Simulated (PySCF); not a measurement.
## Se (selenium, neutral) across methods

[Ar] 3d10 4s2 4p4, high-spin 3P determinant. All numbers are calculated (PySCF 2.14, a scalar-relativistic core potential, in aug-cc-pwCVTZ-PP with ECP10MDF (8s7p6d4f1g, 96 functions)).

```
 method  E (hartree)  mean ε 4s β (eV)  mean ε 4p α (eV)  mean ε 4p β (eV)  Σ⟨r²⟩ (bohr²)   ⟨S²⟩
    UHF   -371.86294           -20.807           -11.589            -9.462          40.39  2.011
 r2SCAN    -373.0104           -16.374            -7.526            -5.982          40.03  2.006
   PBE0    -373.1039           -17.651            -8.404            -6.852          40.25  2.004
wB97X-V    -373.1061           -20.445           -10.640            -9.256          40.29  2.003
  wB97X    -373.1821           -20.475           -10.671            -9.171          40.20  2.003
    LDA    -372.5926           -16.637            -7.174            -5.791          40.52  2.002
    PBE    -373.1382           -16.220            -7.111            -5.697          40.56  2.003
  HSE06    -373.0984           -17.328            -7.976            -6.464          40.29  2.004
```

(1) Estimate the same row for r2SCAN0.

Energies and moments cover only the electrons outside the core potential.

Results:

(1) E (hartree) = -373.0085; mean ε 4s β (eV) = -17.753; mean ε 4p α (eV) = -8.692; mean ε 4p β (eV) = -7.056; Σ⟨r²⟩ (bohr²) = 39.97; ⟨S²⟩ = 2.006.
